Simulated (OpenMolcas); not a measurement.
Os VI: from CASSCF to CASPT2

```json
{"Program": "OpenMolcas", "Basis": "ANO-RCC-VQZP [9s8p6d4f3g2h]", "Scalar Hamiltonian": "DKH2, point nucleus", "Active space": "3 electrons in 5 orbitals (5d)", "State averaging": "2S+1 = 4 even, 10 roots; 2S+1 = 2 even, 40 roots", "Spin-orbit coupling": "state interaction with AMFI integrals over the reference wave functions, term energies averaged over their components"}
```

Methods on the same reference wave functions:
A. CASSCF
B. SS-CASPT2, IPEA 0.25 Eh, imaginary shift 0.1 Eh (closed shells correlated: 5s 5p)
C. MS-CASPT2, IPEA 0.25 Eh, imaginary shift 0.1 Eh (closed shells correlated: 5s 5p)

Energies in cm-1 above 5d3 4F 3/2, the measured ground level; measured values from the list in Brasseur, Palmeri and Quinet, Atoms 13, 11 (2025).

```
            Level      A      B      C  Measured
       5d3 4F 3/2    0.0    0.0    0.0       0.0
       5d3 4F 5/2   5888   6270   6310      6397
       5d3 4F 7/2  11086  11290  11330     11444
5d3 4F 9/2 [57 %]  14955  14530  14610     14678
5d3 4P 1/2 [67 %]  19293  17530  17140     16772
       5d3 2G 7/2  24679  22920  22960     22920
5d3 2H 9/2 [56 %]  25414  23910  24170     24028
       5d3 4P 5/2  26811  25120  25140     24828
5d3 2P 1/2 [67 %]  32364  30050  29100     28860
      5d3 2H 11/2  34414  32020  32450     32156
    5d3 2D 5/2(1)  37831  34780  34900     34418
5d3 2G 9/2 [57 %]  38721  36820  36990     37019
5d3 2P 3/2 [56 %]  43758  41090  40280     40203
       5d3 2F 5/2  45234  40460  40510     39601
       5d3 2F 7/2  45676  41150  41190     40447
    5d3 2D 3/2(2)  67856  61530  61640          
    5d3 2D 5/2(2)  68229  62220  62200     61005
```

Deviations, from unrounded energies. A percentage is the sum of absolute deviations over the sum of measured energies, with the sign that they share, or ± where signs differ.

| Against measurement | Levels | A | B | C |
| --- | --- | --- | --- | --- |
| mean absolute deviation (cm-1) | 15 | 2800 | 480 | 340 |
| fine structure of the ground term (%) | 3 | ±3.5 | -1.3 | -0.8 |
| other terms of the ground configuration (%) | 12 | +10.0 | ±1.7 | ±1.2 |

C lies closest to measurement on these levels and A furthest from it. The largest miss of C in the table is 5d3 2D 5/2(2), by +1200 cm-1. The ranking rests on the paired levels alone, and a cruder setting can come out closer through cancelling errors.

Between B and C the level of the table that moves most is 5d3 2P 1/2 [67 %], by 940 cm-1 (lowest in C, highest in B). Moves below CASPT2's spread within the term are not significant.

The mean deviations of B to C differ by less than CASPT2's widest spread within a term (780 cm-1), so their order carries little weight.

From A to B the spin-free energies of the other terms of 5d3 shown, above 4F, scale by factors of 0.83 to 0.87, as is usual when dynamic correlation screens the repulsion within a d or f shell.

The lowest spin-free term lies below A's lowest term by 0.278 hartree in B, 0.278 hartree in C.

CASPT2 does not keep the components of a term degenerate, so their means are used; among the terms shown or strongly mixed into the levels shown the widest spread is 780 cm-1 (5d3 2H, B). Without dynamic correlation excited terms often stand tens of per cent too high (terms of higher spin than the ground term too low), and those without a measured partner can miss by more than the paired ones (holds for A). The CASPT2 spread within a term exceeds the gap to the next term for 5d3 2P and 5d3 2H, so the order of their levels is uncertain (holds for B). Measured partners are found by configuration, term and J. A level has none where our copy of the source lacks it or the pairing is in doubt (some pairs that miss far off the trend of their configuration count as doubtful), and it then counts in no deviation. Levels of configurations outside the active space are missing. Levels that lie high or do not pair safely by name in every column are left out.

A share in square brackets marks a mixed level and gives the weight of the term that names it, the lowest over the columns. A number in round brackets counts repeated terms of one configuration in the order of the reference energies.
